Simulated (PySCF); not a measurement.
A family of related molecules: H2E=Y. All species are isolated molecules in the gas phase. Strings in code marks are SMILES.

The four lowest singlet excitations (Tamm–Dancoff). Method: r2SCAN-D4/def2-TZVP (PySCF 2.14.0). Excitations are Tamm–Dancoff values on a coarser integration grid. The basis has no diffuse functions, so Rydberg states are missing or too high.

| state | energy (eV) | wavelength (nm) | oscillator strength |
|---|---|---|---|
| S1 | 3.53 | 351 | 0.000 |
| S2 | 5.75 | 216 | 0.000 |
| S3 | 5.79 | 214 | 0.064 |
| S4 | 5.88 | 211 | 0.038 |

### Question
Name which member gives these states.
(A) `[GeH2]=[Se]`
(B) `[S]=[GeH2]`
(C) `[O]=[GeH2]`
(D) `[SiH2]=[Se]`

### Answer
C, `[O]=[GeH2]`
